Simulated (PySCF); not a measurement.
PySCF 2.14 output of an unrestricted PBE0 calculation on a single atom or ion in aug-cc-pVDZ-PP with ECP60MDF, with scalar relativity through the core potential:

```
SCF conv_tol = 1e-09
number electrons alpha = 11  beta = 5
    C. Adamo and V. Barone.,  J. Chem. Phys. 110, 6158 (1999)
    M. Ernzerhof and G. E. Scuseria.,  J. Chem. Phys. 110, 5029 (1999)
cycle= 1 E= -90.5310901172238  delta_E= -0.00547  |g|= 0.00937  |ddm|= 0.375
cycle= 2 E= -90.5311651500026  delta_E= -7.5e-05  |g|= 0.00404  |ddm|= 0.0198
cycle= 3 E= -90.5311716722992  delta_E= -6.52e-06  |g|= 0.000872  |ddm|= 0.0107
cycle= 4 E= -90.5311720961792  delta_E= -4.24e-07  |g|= 1.27e-05  |ddm|= 0.00168
cycle= 5 E= -90.5311720964901  delta_E= -3.11e-10  |g|= 5.66e-07  |ddm|= 0.000122
converged SCF energy = -90.5311720964901  <S^2> = 12.004982  2S+1 = 7.0014232
```

The run itself started from symmetry-adapted Hartree-Fock orbitals and held the occupation by maximum overlap, on a logarithmic radial grid, so the iterations belong to that start.

Problem. Which element, charge and spin multiplicity is this?

Solution. Os (osmium, neutral), multiplicity 7; the state was [Xe] 4f14 5d5 6s2 7s1, high-spin 7S determinant (an excited configuration).

Energies and moments cover only the electrons outside the core potential. Spin-orbit coupling, which splits the p, d and f shells strongly at this Z, is absent. The outer electron is Rydberg-like, and this basis confines it to a smaller radius and binds it less than a complete one would.
